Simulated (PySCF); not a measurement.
Species: C6H8NO (doublet state).
Atom-mapped SMILES: `[CH3:1][C:2]#[C:3][C:4]([CH3:5])[NH:6][CH:7]=[O:8]` (hydrogens: H9, H10, H11 on C1; H12, H13, H14 on C5; H15 on N6; H16 on C7)

Geometry (GFN2-xTB, Å), atoms numbered from 1 in this order:
```xyz
16
C6H8NO angstrom
C      3.2526   -0.8806    0.6256
C      1.8943   -0.4682    0.3716
C      0.7523   -0.1111    0.1569
C     -0.5399    0.2941   -0.0821
C     -0.9100    1.7312   -0.1612
N     -1.4999   -0.6881   -0.2469
C     -2.8300   -0.5371   -0.4907
O     -3.4341    0.5051   -0.6133
H      3.7893   -1.0308   -0.3136
H      3.7722   -0.1173    1.2054
H      3.2624   -1.8165    1.1858
H     -1.3525    1.9602   -1.1314
H     -1.6616    1.9747    0.5908
H     -0.0299    2.3508   -0.0082
H     -1.1480   -1.6339   -0.1731
H     -3.3249   -1.5235   -0.5680
```

The hyperfine couplings belong to this conformer and change with its torsions.

Method used: PySCF, UKS B3LYP, pcH-1 on C H N O, non-relativistic, mean-field spin-orbit, GIAO. One conformer (not necessarily the lowest) at the GFN2-xTB geometry, without solvent, vibrations or thermal averaging. A GFN2-xTB geometry isn't a minimum of the functional, and hyperfine couplings can be far from their values at a DFT geometry. No stability test was run, so a lower SCF solution isn't excluded.

**Question.** Give the principal g shifts and their parts.

**Answer.** 
| Δg (ppm) | 1 | 2 | 3 |
| --- | --- | --- | --- |
| relativistic mass correction | -174 | -174 | -174 |
| gauge correction | -6 | 33 | 35 |
| orbital Zeeman/spin–orbit | 3 | 1092 | 1409 |
| total | -177 | 950 | 1270 |

So g = 2.00214, 2.00327, 2.00359 and g_iso = 2.00300; the tensor is rhombic: the two nearest values differ by 22 % of g3 − g1. Axes: g3 points within 1° of the C3–C4 bond.

**Question.** What effective moment and Curie constant follow for a powder?

**Answer.** With the mean of g² = 4.0120 and S(S+1) = 0.75: μ_eff = √(⟨g²⟩S(S+1)) = 1.735 μB and χT = 0.12505·⟨g²⟩·S(S+1) = 0.376 cm³ K/mol (cgs; spin-Hamiltonian part alone).

**Question.** How much does each term add to the isotropic shift?

**Answer.** The orbital-Zeeman/spin–orbit term 835, the mass correction -174 and the gauge correction 20 ppm, for a total of 681 ppm. The orbital-Zeeman/spin–orbit term is the largest in size. The mass correction is the same along every axis, so the anisotropy comes from the other two: their spans along these axes are 41 (gauge) and 1406 ppm (orbital Zeeman/spin–orbit).

**Question.** In a frozen sample, at which fields do the three g values resonate at 9.5, 34, 94 and 263 GHz (hyperfine left aside), and which band first spreads them over more than twice a line width of 0.5 mT?

**Answer.** 
```
band    GHz  B(g3) mT  B(g2) mT  B(g1) mT  spread mT
   X    9.5    338.77    338.82    339.01       0.24
   Q   34.0   1212.44   1212.63   1213.31       0.88
   W   94.0   3352.03   3352.56   3354.45       2.42
   J  263.0   9378.55   9380.04   9385.33       6.78
```

The spread grows in proportion to the frequency. W band is the first where it exceeds 1.0 mT.

The largest Mulliken spin populations are on C4 (+0.63), C2 (+0.42), C3 (-0.21) and O8 (+0.10). The positive populations add up to 1.30 and the negative ones to -0.30, together 2S = 1. The angles at C4 add up to 360.0°, so it is planar.

The HOMO–LUMO gaps are 4.83 eV among the α and 5.21 eV among the β orbitals.

Time: 58 s (grids of density and orbitals included); peak memory 1.0 GiB. Hardware: one thread of an AMD EPYC 7B13, shared host.
